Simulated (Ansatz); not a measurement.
Relaxation of AlClF$_{2}$H$_{2}$ (6 atoms, charge 0, multiplicity 1), to a largest force component of 0.03 eV/Å in at most 50 steps.

All numbers below come from Ansatz, RKS BLYP/def2-SVP.

```xyz
6
Properties=species:S:1:pos:R:3:forces:R:3
Al -0.063 0.216 -0.090 -0.06 -0.37 -0.03
H -0.109 0.237 1.477 0.02 0.10 0.22
F 1.416 0.162 -0.865 0.03 0.01 0.00
Cl -1.821 0.442 -1.222 0.00 0.00 -0.02
F -0.129 -2.336 1.234 0.00 -0.03 -0.49
H -0.153 -1.596 1.809 0.00 0.28 0.33
```

Problem. Where does it end, and by what steps?

Solution. The run converged. The force dipped under the threshold on the way, but the program's further checks kept it going. After 14 steps the energy has fallen by 0.386 eV; F5 moved furthest, 0.63 Å. Joined: Al1–F5 (2.88 → 2.06 Å).

```json
{"step": "0", "energy less start (eV)": "0.0000", "largest force component (eV/Å)": "0.491", "accepted": "yes"}
{"step": "1", "energy less start (eV)": "-0.1034", "largest force component (eV/Å)": "0.975", "accepted": "yes"}
{"step": "2", "energy less start (eV)": "-0.2594", "largest force component (eV/Å)": "1.116", "accepted": "yes"}
{"step": "3", "energy less start (eV)": "-0.3634", "largest force component (eV/Å)": "0.285", "accepted": "yes"}
{"step": "4", "energy less start (eV)": "-0.3724", "largest force component (eV/Å)": "0.270", "accepted": "yes"}
{"step": "5", "energy less start (eV)": "-0.3770", "largest force component (eV/Å)": "0.136", "accepted": "yes"}
{"step": "6", "energy less start (eV)": "-0.3789", "largest force component (eV/Å)": "0.065", "accepted": "yes"}
{"step": "7", "energy less start (eV)": "-0.3821", "largest force component (eV/Å)": "0.058", "accepted": "yes"}
{"step": "8", "energy less start (eV)": "-0.3804", "largest force component (eV/Å)": "0.628", "accepted": "no"}
{"step": "9", "energy less start (eV)": "-0.3844", "largest force component (eV/Å)": "0.099", "accepted": "yes"}
{"step": "10", "energy less start (eV)": "-0.3847", "largest force component (eV/Å)": "0.100", "accepted": "yes"}
{"step": "11", "energy less start (eV)": "-0.3802", "largest force component (eV/Å)": "0.621", "accepted": "no"}
{"step": "12", "energy less start (eV)": "-0.3853", "largest force component (eV/Å)": "0.015", "accepted": "yes"}
{"step": "13", "energy less start (eV)": "-0.3849", "largest force component (eV/Å)": "0.128", "accepted": "no"}
{"step": "14", "energy less start (eV)": "-0.3856", "largest force component (eV/Å)": "0.016", "accepted": "yes"}
```

```xyz
6
Properties=species:S:1:pos:R:3
Al -0.074 0.043 0.078
H -0.073 0.542 1.590
F 1.403 -0.048 -0.719
Cl -1.820 0.213 -1.116
F -0.169 -1.893 0.786
H -0.126 -1.732 1.724
```

Whether the end is a true minimum wasn't checked by a vibrational analysis.

Run time: 52 s on 1 thread of Arm Neoverse N1, with other jobs on the host, peak memory 0.13 GiB.
